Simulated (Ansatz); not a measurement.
`[OH][Sb]1[CH2][SiH2][O]1`, one more setting.

```yaml
crystal:
  periodic: [false, false, false]
  atoms:
    - {symbol: O, position_ang: [-2.074249, 0.305367, 0.126535]}
    - {symbol: Sb, position_ang: [-0.693051, 0.426039, 1.280267]}
    - {symbol: C, position_ang: [0.548452, 0.880377, -0.205587]}
    - {symbol: Si, position_ang: [0.930042, -0.808962, -0.267294]}
    - {symbol: O, position_ang: [0.071004, -1.205858, 0.931821]}
    - {symbol: H, position_ang: [-2.837473, 0.105254, 0.524920]}
    - {symbol: H, position_ang: [1.293830, 1.495279, 0.063605]}
    - {symbol: H, position_ang: [0.039366, 1.266870, -0.978550]}
    - {symbol: H, position_ang: [0.544502, -1.427894, -1.424377]}
    - {symbol: H, position_ang: [2.254029, -1.083485, -0.048580]}
basis:
  gaussian: {orbitals: ANO-RCC-VTZP, final_grid: {core_spheres: 20, valence_spheres: 16, degree: 47}, point_charges: [{charge: -1.00, position_ang: [6.314, -0.938, -0.040]}]}
total_charge: 1
magnetization: {spin_polarized: true, initial_magnetization: 1}
hamiltonian: {xc: {name: LC-wPBE}}
output: {forces: true}
```

```sh
$ ansatz run in.yaml --threads 4 --pin off --events-out ev --progress --plain --max-ram 10444MiB
```

It prints (some lines left out):

```
Functional definition: LC-wPBE
1917 factors; their error is unknown
594 factors; integrals over basis functions are off by at most 2.1e-5 eV
mean field evaluation 1: about -189417.8268 eV, gradient 7.8e1 eV
mean field evaluation 2: about -189405.1956 eV, gradient 1.0e2 eV
mean field evaluation 4: about -189437.9674 eV, gradient 4.7e0 eV
mean field evaluation 8: about -189438.0906 eV, gradient 2.9e-1 eV
mean field evaluation 16: about -189438.0518 eV, gradient 3.7e-3 eV
mean field -189438.05184783 eV, -6961.7199996845 hartree, gradient 6.1e-5 eV, S^2 0.766659; 0 other end points of the search recorded, 0 dependent functions left out
reference -189438.05184793 eV, -6961.7199996879 hartree; 46, 45 occupied and 216, 217 virtual orbitals, 1917 factors
Total energy: -189438.05184793 eV, -6961.7199996879 hartree
Relativity: scalar
Atom 0 at    -2.074249     0.305367     0.126535 Å, force     1.428383     0.965333    -3.288610 eV/Å
Atom 1 at    -0.693051     0.426039     1.280267 Å, force     0.141524     1.794100     3.827394 eV/Å
Atom 2 at     0.548452     0.880377    -0.205587 Å, force     0.515652     2.100820    -0.207940 eV/Å
Atom 3 at     0.930042    -0.808962    -0.267294 Å, force     4.305360    -2.325797    -3.453597 eV/Å
Atom 4 at     0.071004    -1.205858     0.931821 Å, force    -3.044779    -4.251150     5.252101 eV/Å
Atom 5 at    -2.837473     0.105254     0.524920 Å, force    -5.281313    -1.300730     1.684170 eV/Å
Atom 6 at     1.293830     1.495279     0.063605 Å, force     2.963763     2.275357     0.793060 eV/Å
Atom 7 at     0.039366     1.266870    -0.978550 Å, force    -2.047462     1.725326    -2.737470 eV/Å
Atom 8 at     0.544502    -1.427894    -1.424377 Å, force    -1.163068    -0.848973    -2.354793 eV/Å
Atom 9 at     2.254029    -1.083485    -0.048580 Å, force     2.522695    -0.205449     0.469023 eV/Å
Dipole moment:     0.162067     0.457853     0.147481 e Å
```

Hardware: 4 threads of a server CPU on a shared host. Wall time 22 s, peak host memory 1.3 GiB.
